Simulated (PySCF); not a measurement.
Species: C₃H₇B.
SMILES with atom numbers: `[BH2:1][CH2:2][CH:3]=[CH2:4]` (hydrogens: H5, H6 on B1; H7, H8 on C2; H9 on C3; H10, H11 on C4)

Computed, not measured: core-valence-separated Tamm–Dancoff BHandHLYP/aug-pcX-1 (pcseg-1 on H) in PySCF, non-relativistic, gas phase, PBE0-D3(BJ)/def2-SVP geometry. The energies are unshifted.

Question: List the boron K-edge absorption lines.

Answer: 
| E (eV) | f | core hole on | main final orbital |
| --- | --- | --- | --- |
| 185.50 | 0.0908 | B1 | LUMO (79 %) |
| 191.02 | 0.0058 | B1 | LUMO+1 (53 %) |
| 191.43 | 0.0182 | B1 | LUMO+3 (64 %) |
| 191.62 | 0.0053 | B1 | LUMO+4 (57 %) |
| 191.69 | 0.0040 | B1 | LUMO+5 (61 %) |
| 192.00 | 0.0063 | B1 | spread |
| 192.53 | 0.0046 | B1 | spread |

The first line with a tenth or more of the strongest one's intensity is at 185.50 eV (f = 0.091), with the hole on B1 (three-coordinate boron). It is also the strongest listed.

Question: What does the C 1s absorption edge look like?

Answer: 
```csv
E (eV),f,core hole on,main final orbital,polarisation
282.69,0.0553,C4,LUMO+5 (45 %),normal to the local trigonal plane
282.81,0.0669,C3,LUMO+5 (50 %),normal to the local trigonal plane
283.54,0.0044,C2,LUMO (92 %),–
285.15,0.0144,C2,LUMO+1 (58 %),–
285.24,0.0027,C3,LUMO (94 %),in the local trigonal plane
285.43,0.0026,C4,LUMO (73 %),in the local trigonal plane
285.55,0.0072,C4,LUMO+1 (31 %),in the local trigonal plane
285.66,0.0058,C2,LUMO+5 (64 %),–
285.83,0.0264,C2,spread,–
286.01,0.0416,C3 + C4,"spread (2 roots, f summed)",–
286.74,0.0018,C4,LUMO+1 (30 %),mixed
286.84,0.0017,C2,LUMO+2 (53 %),–
286.89,0.0017,C3,LUMO+1 (61 %),in the local trigonal plane
```

The first line with a tenth or more of the strongest one's intensity is at 282.69 eV (f = 0.055), with the hole on C4 (terminal =CH2 carbon), polarised normal to the local trigonal plane: a 1s→π* resonance. The strongest listed is at 282.81 eV (f = 0.067; C3, 1s→π*).

Roots within 0.03 eV whose holes lie on the same, on equivalent or on shared atoms are summed into one line, and the highest roots are left out, as the search may have cut off their partners. Final orbitals are the ground state's empty Kohn–Sham orbitals. A dash: too weak, shared between unlike atoms, or no plane or axis to refer to.

Question: What are the wavelength and the wavenumber of the 185.50 eV line?

Answer: λ = 12398.42 eV Å/185.50 eV = 66.838 Å; 1.4962 × 10⁶ cm⁻¹.

The list ends where the root search ended, not at a threshold.

Conformer computed: `[BH2:1][CH2:2][CH:3]=[CH2:4]`: B1–C2–C3–C4 -130°.

One conformer stands for the species.
